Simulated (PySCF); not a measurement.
This PySCF input asks for the NMR shieldings of `CC[SiH2]P`, C2H9PSi; the geometry comes from GFN2-xTB, dihedral held.

```python
import basis_set_exchange as bse
import numpy as np
from pyscf import gto, dft
from pyscf.prop import nmr

atoms = """
C    -2.008487   -0.081950    0.458837
C    -0.758372    0.376755   -0.283979
Si    0.815387   -0.569904    0.236873
P     1.749582    0.544701    1.944900
H    -2.878372    0.490493    0.141077
H    -1.890927    0.052075    1.532777
H    -2.204479   -1.134078    0.265845
H    -0.918094    0.245421   -1.354869
H    -0.613255    1.445873   -0.117545
H     1.808144   -0.557700   -0.844709
H     0.478930   -1.966201    0.550732
H     0.857370    0.106806    2.907710
H     2.659079   -0.450546    2.253206
"""
names = dict.fromkeys(["C", "Si", "P", "H"], "pcSseg-1")
basis = {el: gto.basis.parse(bse.get_basis(n, elements=[el], fmt="nwchem")) for el, n in names.items()}
mol = gto.M(atom=atoms, basis=basis, charge=0, verbose=0)
mf = dft.RKS(mol, xc="PBE0")
mf.grids.level = 2
mf.grids.alignment = dft.numint.BLKSIZE   # the property module wants whole blocks of grid points
mf.conv_tol = 1e-9
mf.kernel()

calc = nmr.RKS(mf)   # GIAO
C = mf.mo_coeff
Co = C[:, mf.mo_occ > 0]
resp = mf.gen_response(singlet=True, hermi=2)
def vind(x):   # induced exchange potential for any number of trial vectors
    d = np.einsum("pi,xij,qj->xpq", C, 2 * x.reshape(-1, C.shape[1], Co.shape[1]), Co, optimize=True)
    return np.einsum("xpq,pi,qj->xij", resp(d - d.transpose(0, 2, 1)), C, Co, optimize=True).ravel()
mo1, _ = nmr.rhf.solve_mo1(calc, with_cphf=vind)
sigma = calc.kernel(mo1)
for i, s in enumerate(sigma):   # ppm
    print("%2d %-2s %9.2f" % (i, mol.atom_pure_symbol(i), np.trace(s) / 3))
```

**Question.** What does it print?

**Answer.** 
```
 0 C     174.31
 1 C     180.26
 2 Si    392.32
 3 P     629.47
 4 H      30.27
 5 H      30.76
 6 H      30.76
 7 H      30.60
 8 H      31.03
 9 H      27.40
10 H      27.31
11 H      30.62
12 H      30.74
```

These numbers come from an equivalent density-fitted implementation of the same equations, which agrees with the script to about 0.01 ppm for H and up to a few tenths of a ppm for heavy atoms, so last digits may differ.

The geometry is no minimum: GFN2-xTB, dihedral held.

Size and cost of the density-fitted run: 127 basis functions, 7.3 s wall time on 1 thread of an x86-64 server CPU, shared host.
